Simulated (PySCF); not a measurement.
germanium monotelluride (GeTe), singlet, at a GFN2-xTB geometry (core potentials on Te); DF-PBE0/def2-QZVP run with PySCF.

The PySCF input:
```python
from pyscf import gto, scf, dft

mol = gto.M(
    atom='''
Ge   -0.000000   -0.000000   -1.458150
Te    0.000000    0.000000    0.897323
''',
    basis='def2-qzvp',
    ecp={'Te': 'def2-qzvp'},
    charge=0,
    spin=0,
    verbose=4,
    max_memory=1800,
)

mf = dft.RKS(mol)
mf.xc = 'pbe0'
mf = mf.density_fit(auxbasis='def2-universal-jkfit')
mf.kernel()
```

Output, abridged:

```
PySCF version 2.14.0

[INPUT] verbose = 4
[INPUT] num. atoms = 2
[INPUT] num. electrons = 56
[INPUT] charge = 0
[INPUT] spin (= nelec alpha-beta = 2S) = 0
[INPUT] symmetry False subgroup None
[INPUT] Mole.unit = angstrom
[INPUT] Symbol           X                Y                Z      unit          X                Y                Z       unit  Magmom
[INPUT]  1 Ge     0.000000000000   0.000000000000  -1.458150000000 AA    0.000000000000   0.000000000000  -2.755504148535 Bohr   0.0
[INPUT]  2 Te     0.000000000000   0.000000000000   0.897323000000 AA    0.000000000000   0.000000000000   1.695694715273 Bohr   0.0

nuclear repulsion = 172.537786672384
number of shells = 47
number of NR pGTOs = 305
number of NR cGTOs = 157
basis = def2-qzvp
ecp = {'Te': 'def2-qzvp'}

******** <class 'pyscf.df.df_jk.DFRKS'> ********
method = DFRKS
initial guess = minao
damping factor = 0
level_shift factor = 0
DIIS = <class 'pyscf.scf.diis.CDIIS'>
diis_start_cycle = 1
diis_space = 8
diis_damp = 0
SCF conv_tol = 1e-09
SCF conv_tol_grad = None
SCF max_cycles = 50
direct_scf = False
XC library pyscf.dft.libxc version 7.1.2
    S. Lehtola, C. Steigemann, M. J. T. Oliveira, and M. A. L. Marques,  SoftwareX 7, 1–5 (2018)
XC functionals = pbe0
    C. Adamo and V. Barone,  J. Chem. Phys. 110, 6158 (1999)
    M. Ernzerhof and G. E. Scuseria,  J. Chem. Phys. 110, 5029 (1999)
radial grids:
    Treutler-Ahlrichs [JCP 102, 346 (1995); DOI:10.1063/1.469408] (M4) radial grids

becke partition: Becke, JCP 88, 2547 (1988); DOI:10.1063/1.454033
pruning grids: <function nwchem_prune>
grids dens level: 3
symmetrized grids: False
atomic radii adjust function: <function treutler_atomic_radii_adjust>
small_rho_cutoff = 0
Set gradient conv threshold to 3.16228e-05
Initial guess from minao.
tot grids = 42600
******** <class 'pyscf.df.df.DF'> ********
auxbasis = def2-universal-jkfit
init E= -2299.70432086733
  HOMO = -0.676749833475684  LUMO = -0.45577135769292  gap/eV = 6.01313
cycle= 1 E= -2342.27811182533  delta_E= -42.6  |g|= 3.86  |ddm|= 35.7
  HOMO = -0.0684662743168154  LUMO = 0.0257750603909788  gap/eV = 2.56444
cycle= 2 E= -2335.45663187913  delta_E= 6.82  |g|= 5.85  |ddm|= 28.2
  HOMO = -0.189907522077204  LUMO = -0.0414873875699255  gap/eV = 4.03872
cycle= 3 E= -2344.32163891524  delta_E= -8.87  |g|= 1.08  |ddm|= 27.7
  HOMO = -0.252692425374321  LUMO = -0.113765235754519  gap/eV = 3.78040
cycle= 4 E= -2342.99706799703  delta_E= 1.32  |g|=  2.1  |ddm|= 2.99
  HOMO = -0.232728930225021  LUMO = -0.101840098132952  gap/eV = 3.56167
cycle= 5 E= -2344.83558663934  delta_E= -1.84  |g|= 0.269  |ddm|= 1.86
  HOMO = -0.255120099523519  LUMO = -0.104764336535103  gap/eV = 4.09139
cycle= 6 E= -2344.84862240192  delta_E= -0.013  |g|= 0.166  |ddm|= 0.22
  HOMO = -0.259438556402132  LUMO = -0.100986723121122  gap/eV = 4.31169
cycle= 7 E= -2344.85573032073  delta_E= -0.00711  |g|= 0.0559  |ddm|= 0.0898
  HOMO = -0.259465846437728  LUMO = -0.0972419041858492  gap/eV = 4.41434
cycle= 8 E= -2344.85699778519  delta_E= -0.00127  |g|= 0.00925  |ddm|= 0.0604
  HOMO = -0.258952467593461  LUMO = -0.097802169020392  gap/eV = 4.38512
cycle= 9 E= -2344.85699913191  delta_E= -1.35e-06  |g|= 0.00593  |ddm|= 0.0128
  HOMO = -0.25920148045037  LUMO = -0.0977384205689709  gap/eV = 4.39363
cycle= 10 E= -2344.85701390308  delta_E= -1.48e-05  |g|= 0.000526  |ddm|= 0.00629
  HOMO = -0.259223137922192  LUMO = -0.0977833626334225  gap/eV = 4.39300
cycle= 11 E= -2344.85701399886  delta_E= -9.58e-08  |g|= 0.00019  |ddm|= 0.000486
  HOMO = -0.259212329657535  LUMO = -0.0977880881493331  gap/eV = 4.39258
cycle= 12 E= -2344.85701401508  delta_E= -1.62e-08  |g|= 1.58e-05  |ddm|= 0.000242
  HOMO = -0.259214804146673  LUMO = -0.0977887819922003  gap/eV = 4.39263
cycle= 13 E= -2344.85701401516  delta_E= -8.37e-11  |g|= 5.96e-06  |ddm|= 2.43e-05
  HOMO = -0.259213652023255  LUMO = -0.0977882697706957  gap/eV = 4.39261
Extra cycle  E= -2344.85701401518  delta_E= -1.36e-11  |g|= 6.92e-06  |ddm|= 1.14e-05
converged SCF energy = -2344.85701401518
```
